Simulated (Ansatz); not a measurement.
Two isomers of CH6SeSi2: A = `[SiH3][SiH]1C[Se]1`, B = `C[SiH]1[SiH2][Se]1`.

Computed with Ansatz on PBE0-D4/def2-TZVP structures; ΔE is electronic, products minus reactants. CCSD(T)/CBS is the MP2 limit (def2-TZVPP, def2-QZVPP) plus CCSD(T) − MP2 in def2-TZVPP, frozen cores. DFT in def2-TZVPP. B3LYP here is the variant with VWN-RPA as its local correlation; programs differ in this. For Se outer-core shells are correlated without core-valence functions, which leaves a few kJ/mol of doubt a bond. Scalar relativity is left out up to krypton.

**Question.** Which is lower in electronic energy at CCSD(T)/CBS, and by how much? (Estimate.)

**Answer.** Ansatz gave: B, by 28.1 kcal/mol.

**Question.** Give E(B) − E(A) in kcal/mol with r2SCAN-D4, PBE-D4, CCSD/def2-TZVPP, PBE0-D4, B2PLYP, B3LYP, MP2/def2-TZVPP. (Best estimate.)

**Answer.** Ansatz gave: r2SCAN-D4 -29.3, PBE-D4 -28.0, CCSD/def2-TZVPP -27.0, PBE0-D4 -29.2, B2PLYP -27.3, B3LYP -26.9, MP2/def2-TZVPP -28.0. None reverses the order clearly.

Largest T1 diagnostic: 0.012.

From PBE to PBE0 (25 % exact exchange), in def2-TZVPP and without D4, E(B) − E(A) moves by −1.2 kcal/mol.
